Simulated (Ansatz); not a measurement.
Born–Oppenheimer molecular dynamics of C$_{2}$H$_{6}$GeO$_{2}$ (11 atoms, charge 0, multiplicity 1). It starts at the highest image of a converged band, a first-order saddle point between two minima.

All numbers below come from RKS PBE/def2-SVP (Ansatz).

```yaml
ensemble: NVE (velocity Verlet)
time_step: 0.5 fs
steps_asked: 200
starting_velocities_drawn_for: 100 K
seed: 8101
```

Frames 2.5 fs apart, positions in Å, forces in eV/Å.

Velocities at 45.0 fs (Å/ps):

```
C -0.84 1.60 2.22
Ge -1.06 0.06 -3.32
C 8.42 -4.34 5.18
O -3.92 4.22 1.87
O 0.76 -1.19 9.69
H -2.22 -3.99 3.43
H -2.10 7.47 3.80
H 3.58 -4.68 1.17
H 0.31 3.63 -4.85
H 4.82 3.93 -9.80
H 32.09 -26.25 -26.28
```

```xyz
11
Properties=species:S:1:pos:R:3:forces:R:3 time_fs=45.0 energy_less_start_eV=-0.260 T=323
C -1.035 0.253 1.398 -0.40 0.09 0.87
Ge 0.655 -0.158 0.606 0.45 -0.72 -1.74
C 0.599 -0.203 -1.582 -0.68 0.75 5.29
O 1.460 -0.917 -2.031 -1.09 0.85 -2.25
O -0.481 0.652 -1.961 2.81 -2.18 -3.16
H -1.389 1.208 0.995 -0.28 0.28 -0.25
H -1.762 -0.549 1.196 -0.19 0.00 0.01
H -0.925 0.395 2.499 -0.07 -0.17 -0.19
H 1.165 -1.606 0.932 -0.09 0.25 0.03
H 1.705 0.858 1.058 0.35 0.29 0.05
H -0.373 0.582 -2.989 -0.80 0.55 1.34
11
Properties=species:S:1:pos:R:3:forces:R:3 time_fs=47.5 energy_less_start_eV=-0.295 T=355
C -1.038 0.258 1.406 -0.31 0.14 0.44
Ge 0.653 -0.158 0.597 0.58 -0.30 -1.42
C 0.617 -0.211 -1.555 -2.14 1.86 5.56
O 1.449 -0.906 -2.031 0.23 -0.22 -2.80
O -0.474 0.645 -1.944 3.10 -2.39 -3.97
H -1.403 1.208 0.996 -0.19 0.25 -0.13
H -1.774 -0.533 1.205 -0.21 -0.15 -0.03
H -0.918 0.380 2.498 -0.05 -0.05 0.08
H 1.163 -1.591 0.922 -0.02 0.06 0.11
H 1.726 0.874 1.034 0.07 0.04 -0.02
H -0.321 0.536 -2.998 -1.06 0.76 2.18
11
Properties=species:S:1:pos:R:3:forces:R:3 time_fs=50.0 energy_less_start_eV=-0.728 T=723
C -1.042 0.263 1.415 -0.63 0.32 -0.27
Ge 0.651 -0.158 0.587 0.69 0.18 -0.91
C 0.625 -0.210 -1.501 -1.70 1.36 3.91
O 1.438 -0.895 -2.041 -0.10 0.09 -2.00
O -0.455 0.629 -1.940 2.29 -1.75 -0.06
H -1.427 1.221 0.991 0.09 -0.22 0.20
H -1.797 -0.524 1.213 0.05 0.00 0.01
H -0.914 0.361 2.502 -0.03 0.08 0.29
H 1.161 -1.573 0.918 0.06 -0.17 0.18
H 1.750 0.893 1.009 -0.24 -0.23 -0.11
H -0.328 0.533 -2.895 -0.49 0.34 -1.22
11
Properties=species:S:1:pos:R:3:forces:R:3 time_fs=52.5 energy_less_start_eV=-0.947 T=913
C -1.050 0.269 1.424 -0.60 0.14 -0.25
Ge 0.649 -0.158 0.576 0.61 0.34 -0.03
C 0.625 -0.203 -1.429 -0.29 -0.02 -0.07
O 1.427 -0.883 -2.058 -1.34 1.21 0.05
O -0.427 0.606 -1.937 1.45 -1.01 2.82
H -1.447 1.224 0.996 0.17 -0.23 0.30
H -1.817 -0.515 1.222 0.24 0.09 0.04
H -0.912 0.347 2.520 -0.05 0.13 -0.02
H 1.161 -1.564 0.924 0.07 -0.21 0.18
H 1.762 0.898 0.978 -0.35 -0.30 -0.12
H -0.365 0.548 -2.866 0.09 -0.13 -2.89
11
Properties=species:S:1:pos:R:3:forces:R:3 time_fs=55.0 energy_less_start_eV=-0.869 T=846
C -1.060 0.276 1.431 -0.03 -0.28 0.15
Ge 0.648 -0.158 0.566 0.34 0.10 1.27
C 0.623 -0.195 -1.357 0.72 -1.11 -4.52
O 1.411 -0.867 -2.076 -1.88 1.76 2.02
O -0.395 0.580 -1.925 0.52 -0.32 -1.00
H -1.458 1.215 1.018 0.01 0.29 0.09
H -1.824 -0.503 1.232 0.12 -0.08 -0.01
H -0.913 0.341 2.537 -0.07 0.13 -0.32
H 1.165 -1.566 0.941 -0.01 -0.04 0.10
H 1.754 0.888 0.941 -0.18 -0.12 -0.02
H -0.396 0.557 -2.969 0.47 -0.32 2.24
11
Properties=species:S:1:pos:R:3:forces:R:3 time_fs=57.5 energy_less_start_eV=-0.600 T=616
C -1.071 0.281 1.439 0.40 -0.33 -0.02
Ge 0.648 -0.158 0.556 -0.05 -0.29 2.56
C 0.625 -0.193 -1.307 1.00 -1.52 -7.21
O 1.388 -0.845 -2.086 -1.32 1.34 2.84
O -0.360 0.552 -1.916 -0.77 0.67 -0.61
H -1.468 1.222 1.046 -0.07 0.45 -0.04
H -1.825 -0.495 1.242 -0.08 -0.25 -0.07
H -0.917 0.342 2.537 0.00 0.11 -0.10
H 1.169 -1.570 0.963 -0.10 0.16 0.02
H 1.735 0.871 0.902 0.15 0.21 0.14
H -0.400 0.547 -2.964 0.83 -0.54 2.48
11
Properties=species:S:1:pos:R:3:forces:R:3 time_fs=60.0 energy_less_start_eV=-0.541 T=564
C -1.080 0.286 1.447 0.27 0.05 -0.63
Ge 0.647 -0.158 0.548 -0.30 -0.44 3.25
C 0.631 -0.198 -1.292 0.45 -1.09 -6.79
O 1.361 -0.818 -2.085 0.32 -0.02 2.04
O -0.328 0.527 -1.907 -1.78 1.65 4.28
H -1.480 1.252 1.072 0.10 -0.11 0.05
H -1.829 -0.501 1.249 -0.03 -0.08 -0.05
H -0.922 0.349 2.532 0.08 0.05 0.29
H 1.167 -1.566 0.988 -0.11 0.21 -0.02
H 1.725 0.865 0.872 0.34 0.39 0.24
H -0.357 0.505 -2.838 0.67 -0.61 -2.66
11
Properties=species:S:1:pos:R:3:forces:R:3 time_fs=62.5 energy_less_start_eV=-0.594 T=607
C -1.088 0.290 1.452 0.19 0.16 -0.56
Ge 0.646 -0.159 0.543 -0.25 -0.09 3.20
C 0.639 -0.209 -1.310 -1.05 0.28 -2.83
O 1.335 -0.791 -2.078 3.26 -2.50 -0.76
O -0.303 0.508 -1.885 -3.07 2.53 1.94
H -1.488 1.277 1.101 0.16 -0.44 0.03
H -1.834 -0.512 1.252 0.12 0.20 0.01
H -0.922 0.359 2.541 0.07 -0.05 0.11
H 1.159 -1.550 1.011 -0.05 0.08 0.01
H 1.734 0.881 0.856 0.16 0.21 0.20
H -0.273 0.427 -2.836 0.46 -0.37 -1.35
11
Properties=species:S:1:pos:R:3:forces:R:3 time_fs=65.0 energy_less_start_eV=-0.270 T=333
C -1.094 0.295 1.454 0.56 -0.11 0.04
Ge 0.645 -0.159 0.540 -0.06 0.45 2.81
C 0.642 -0.218 -1.341 -2.80 1.91 2.35
O 1.321 -0.774 -2.073 6.32 -5.04 -4.18
O -0.289 0.499 -1.857 -3.62 2.58 -3.28
H -1.487 1.279 1.131 -0.02 -0.11 -0.18
H -1.834 -0.512 1.256 0.06 0.20 0.02
H -0.918 0.366 2.556 0.01 -0.15 -0.31
H 1.148 -1.529 1.035 0.05 -0.13 0.06
H 1.751 0.909 0.851 -0.18 -0.12 0.10
H -0.166 0.331 -2.910 -0.32 0.53 2.59
11
Properties=species:S:1:pos:R:3:forces:R:3 time_fs=67.5 energy_less_start_eV=-0.257 T=320
C -1.097 0.299 1.456 0.94 -0.29 0.16
Ge 0.644 -0.159 0.540 0.10 0.67 2.52
C 0.631 -0.218 -1.362 -1.50 0.99 4.26
O 1.331 -0.775 -2.084 5.66 -4.51 -4.13
O -0.289 0.499 -1.839 -3.68 2.56 -3.82
H -1.487 1.274 1.149 -0.17 0.30 -0.34
H -1.830 -0.501 1.261 -0.15 -0.02 -0.04
H -0.913 0.364 2.555 0.02 -0.16 -0.24
H 1.140 -1.516 1.062 0.09 -0.21 0.07
H 1.758 0.930 0.852 -0.37 -0.32 0.02
H -0.077 0.265 -2.853 -0.93 0.99 1.54
11
Properties=species:S:1:pos:R:3:forces:R:3 time_fs=70.0 energy_less_start_eV=-0.437 T=474
C -1.097 0.303 1.459 0.71 -0.03 -0.43
Ge 0.643 -0.159 0.542 0.14 0.40 2.44
C 0.615 -0.214 -1.363 2.11 -1.79 2.61
O 1.360 -0.792 -2.108 1.72 -1.40 -0.93
O -0.302 0.509 -1.834 -3.63 2.73 -0.87
H -1.496 1.284 1.150 -0.02 0.02 -0.19
H -1.835 -0.490 1.264 -0.17 -0.09 -0.06
H -0.907 0.353 2.542 0.09 -0.08 0.23
H 1.137 -1.515 1.093 0.06 -0.08 -0.01
H 1.743 0.934 0.855 -0.30 -0.26 0.02
H -0.039 0.253 -2.722 -0.69 0.58 -2.80
11
Properties=species:S:1:pos:R:3:forces:R:3 time_fs=72.5 energy_less_start_eV=-0.588 T=604
C -1.092 0.306 1.460 0.21 0.09 -0.74
Ge 0.642 -0.158 0.546 -0.05 -0.09 2.45
C 0.608 -0.218 -1.351 3.28 -2.65 -0.82
O 1.397 -0.815 -2.137 -1.44 1.00 1.74
O -0.329 0.529 -1.833 -1.60 1.11 -0.77
H -1.505 1.295 1.139 0.21 -0.36 0.04
H -1.849 -0.484 1.264 0.08 0.09 -0.01
H -0.896 0.337 2.541 0.06 0.01 0.28
H 1.138 -1.518 1.123 -0.01 0.10 -0.13
H 1.712 0.922 0.859 0.00 0.03 0.07
H -0.044 0.279 -2.731 -0.73 0.66 -2.11
```

Of the whole run (100 fs, mean temperature of the second half 554 K): The conserved energy stayed within 0.36 meV per atom of its start (net change 0.04 meV per atom), so the integration is sound. The kinetic energy rose, since the run started high on the potential surface and went downhill. A run of 0.1 ps of so small a system gives no equilibrium averages. The orbitals stay closed-shell, which can raise the energy where a bond breaks towards radicals; this wasn't checked here.

The run took 5.4 min on 2 threads of Intel(R) Xeon(R) CPU @ 2.60GHz (Ice Lake), on a shared host, peak memory 0.18 GiB.
